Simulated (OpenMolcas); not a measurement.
# Ti2+ in LiF

Ti2+ with its 6 nearest fluoride ions at 2.115 Å, on the Li site of LiF (a = 4.028 Å, distance in the model lattice 2.014 Å). The rest of the host is ab initio model potentials to 7.6 Å and point charges beyond; the distance is set by hand and nothing relaxes, and no local charge compensation is placed. Ligand basis ANO-RCC-VDZP.

```yaml
Program: OpenMolcas
Method: CASSCF
Basis: ANO-RCC-VTZP [6s5p3d2f1g]
Scalar_Hamiltonian: DKH2, point nucleus
Active_space: 2 electrons in 5 orbitals (3d)
State_averaging: 2S+1 = 3 even, 10 roots; 2S+1 = 1 even, 15 roots
Spin-orbit_coupling: state interaction with AMFI integrals over the reference wave functions
```

The lowest spin-free states (labels of O, the rotations of Oh), above the lowest:

```csv
State,Degeneracy,E (cm-1),Free-ion L (%)
3T1,3,0.0,F (93)
1T2,3,11794,D (60)
1E,2,11931,G (52)
3T2,3,13149,F (100)
1A1,1,24337,G (74)
3T1,3,24734,P (93)
1T2,3,27111,G (60)
3A2,1,28136,F (100)
1T1,3,29850,G (100)
1E,2,42586,D (52)
1A1,1,60675,S (74)
```

The lowest levels with spin-orbit coupling:

| E (cm-1) | Degeneracy | Label | 2S+1 |
| --- | --- | --- | --- |
| 0.0 | 2 | E | 3 |
| 2.0 | 3 | T2 | 3 |
| 165.2 | 3 | T1 | 3 |
| 246.7 | 1 | A1 | 3 |
| 11862 | 3 | T2 | 1 |
| 12016 | 2 | E | 1 |
| 13174 | 1 | A2 | 3 |
| 13220 | 3 | T2 | 3 |
| 13265 | 3 | T1 | 3 |
| 13267 | 2 | E | 3 |
| 24383 | 1 | A1 | 1 (89 %) |
| 24756 | 1 | A1 | 3 (89 %) |
| 24768 | 3 | T1 | 3 |
| 24869 | 3 | T2 | 3 |
| 24871 | 2 | E | 3 |
| 27186 | 3 | T2 | 1 |
| 28235 | 3 | T2 | 3 |
| 29936 | 3 | T1 | 1 |
| 42673 | 2 | E | 1 |
| 60762 | 1 | A1 | 1 |

Powder χT (cm3 K/mol): 0.0916 at 2 K, 0.15 at 10 K, 0.378 at 50 K, 0.632 at 100 K, 0.939 at 200 K, 1.09 at 300 K. The effective moment at 300 K is 2.828 √(χT) = 2.95 μB.

The lowest level has 2S+1 = 3, for which the spin-only value is χT = S(S+1) / 2 = 1.000 cm3 K/mol (g = 2). The computed 1.088 at 300 K differs by +0.088, through orbital momentum, spin-orbit coupling and any other state in reach. With a threefold ground state the orbital momentum is unquenched, so the spin-only value is not expected to hold.

Metal share of the active 3d orbitals (Löwdin): 92, 92, 96, 96, 96 %; Mulliken charge of the metal 1.60.

A least-squares ligand-field fit to the states below 45000 cm-1, each weighted by its degeneracy and with a free common offset, gives 10Dq = 15153 cm-1, B = 851 cm-1 and C = 3188 cm-1 (C/B = 3.75), with an rms deviation of 251 cm-1.

The same method and metal basis give the free ion B = 891 cm-1 (fit to its terms below 60000 cm-1, rms deviation 68 cm-1), so the nephelauxetic ratio is β = 851 / 891 = 0.96; it hangs on how both fits weigh the states, and computed free-ion B values tend to be too large, so β mixes covalency with correlation.

An orbital triplet at a regular site is open to Jahn-Teller coupling, which can distort the site and quench the lowest spin-orbit gaps and is left out. Without dynamic correlation the repulsion within the d shell is too large (B by tens of per cent), so at a given field states of lower spin stand too high. Ligand-to-metal charge-transfer states are missing. With no ligand orbital active B as a rule stays too high, so bands that hang on it stand too high and its fall with covalency is understated. With metal d orbitals alone and no dynamic correlation 10Dq can be off by a tenth to a fifth, either way, in oxide and fluoride hosts. No measured value stands beside these numbers; the geometry was set by hand and not optimised.

The RASSCF and RASSI steps took 20 s on 1 thread of Arm Neoverse V1, with other jobs on the host; the integral step is not counted.
